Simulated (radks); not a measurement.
Results of a calculation; reference values are marked as such.
Problem. The erbium ion Er11+ is in [Kr] 4d10 4f9 5s2. Code: a radial shooting solver on a logarithmic mesh with Libxc functionals. Model: non-relativistic Kohn-Sham, PBE, spin-polarised, spherical densities, point nucleus. Open shells are filled with parallel spins first. One electron is removed from 4f, 4d, 4p, 5s in turn, with full relaxation. Which removal costs least, and what does each cost?

Solution. 4f 215.59 eV; 5s 220.36 eV; 4d 380.79 eV; 4p 510.28 eV. The 4f electron leaves first.
